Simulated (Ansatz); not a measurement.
System: C3H8B (charge 0, doublet). It need not be the lowest isomer of its formula. 
Coordinates optimised at B3LYP-D3(BJ)/def2-TZVP (Ansatz, a first-principles code):
SMILES: [CH2]B(C)C
```xyz
12

B      0.0628    -0.0113     0.0034
C      1.5752    -0.2837     0.0843
C     -0.4662     1.4649    -0.1254
C     -0.9570    -1.2086     0.0493
H      1.9928    -1.2796     0.2047
H      2.3232     0.5023     0.0263
H      0.2661     2.1771    -0.5114
H     -0.7391     1.8108     0.8819
H     -1.3818     1.5404    -0.7183
H     -1.8977    -0.9498     0.5428
H     -1.2275    -1.4567    -0.9872
H     -0.5623    -2.1238     0.4956
```
Charge 0, spin multiplicity 2.

Computed values are from Ansatz. Correlated levels leave the core frozen unless marked. UHF or UKS for open shells. No spin-orbit coupling. Non-relativistic. CBS(X,Y): correlation extrapolated as X^-3; Hartree-Fock from the larger set. The bracket is a focal-point correction in the basis named.

Question: What is the T1 diagnostic at CCSD/cc-pVTZ?

Answer: 0.011.

Question: What is the dipole moment at CCSD(T)/aug-cc-pVDZ?

Answer: 0.41 D.

Question: What is the total energy at RI-MP2/CBS(cc-pVTZ,cc-pVQZ)+[CCSD(T)-MP2]/cc-pVTZ?

Answer: -143.7263 Eh.

Question: What is the atomisation energy De at RI-MP2/CBS(cc-pVTZ,cc-pVQZ)+[CCSD(T)-MP2]/cc-pVTZ?

Answer: 4590.8 kJ/mol.
